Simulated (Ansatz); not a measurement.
TiO₄. The state is a singlet with charge 0. Geometry relaxed at PBE0-D4/def2-SVP.

Cartesian coordinates in Å:
```
Ti 0.000 0.001 0.000
O -1.756 0.125 0.398
O -1.505 -0.336 -0.937
O 1.636 -0.574 0.502
O 1.626 0.783 0.037
```

The structure holds 2 bonds between oxygen atoms, so isomers without such links may lie far lower. The relaxation made no stability test and no search for a lower SCF solution. The structure comes from a short search, and lower isomers may exist.

(1) Estimate the harmonic wavenumbers at RKS PBE0-D4/def2-SVP (Ansatz, unscaled). Is this a minimum?

## Answers

(1) 103, 104, 140, 550, 696, 696, 749, 970, 1013 cm⁻¹. Yes, no mode is imaginary beyond noise. Zero-point energy 30.0 kJ/mol. Run time 26 s (4 threads of Arm Neoverse V1 on a shared host).
